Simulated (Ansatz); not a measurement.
In(PH3)H3 (InPH6) was relaxed with B3LYP-D4 (def2-TZVP) in Ansatz in these states: charge +1 doublet, neutral singlet. The geometries follow in no particular order.

In the def2 sets In takes a core potential; there is no spin–orbit coupling.

A:

```xyz
8

In    0.036   -1.476   -0.681
P    -0.020    1.103    0.508
H     0.643    1.330    1.731
H    -1.262    1.667    0.865
H     0.493    2.216   -0.189
H    -0.629   -2.285    0.703
H     1.752   -1.503   -0.938
H    -1.013   -1.052   -1.998
```

B:

```xyz
8

In   -1.008   -1.064   -0.249
P     1.156    0.595    0.175
H     1.402    1.601   -0.773
H     2.399   -0.062    0.209
H     1.195    1.318    1.379
H    -1.117   -1.065   -1.935
H    -2.717    0.319   -0.118
H    -1.310   -1.642    1.311
```

**Question.** Judge from the bond lengths which geometry belongs to which state (an estimate).

**Answer.** A is the neutral singlet (In1–H7 1.735 Å, In1–P2 2.840 Å, In1–H6 1.736 Å); B is the charge +1 doublet (In1–H7 2.202 Å, In1–P2 2.760 Å, In1–H6 1.690 Å).
